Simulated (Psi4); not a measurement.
A dimer, H6B3N3 ··· H3B (SMILES B1NBNBN1 and B); the first 12 atoms form monomer A.

```
16

B     -1.1004    -0.9126    -0.2319
N     -1.3050     0.4983    -0.1583
B     -0.2440     1.4260     0.0686
N      1.0682     0.8859     0.2252
B      1.3443    -0.5134     0.1633
N      0.2369    -1.3844    -0.0668
H     -2.0065    -1.6639    -0.4229
H     -2.2395     0.8552    -0.2719
H     -0.4448     2.6001     0.1249
H      1.8331     1.5203     0.3865
H      2.4512    -0.9359     0.2980
H      0.4065    -2.3756    -0.1146
B      0.8172    -1.9500    -3.0525
H      1.9014    -2.3702    -2.8028
H     -0.1061    -2.6955    -3.1303
H      0.6563    -0.7842    -3.2242
```

**Question.** What interaction energy does Psi4 with SAPT0/jun-cc-pVDZ, frozen core give, and which attractive term is the largest?

**Answer.** Total -2.27 kcal/mol: electrostatics -1.93, exchange 2.52, induction -0.85, dispersion -2.01. The most attractive term is dispersion.
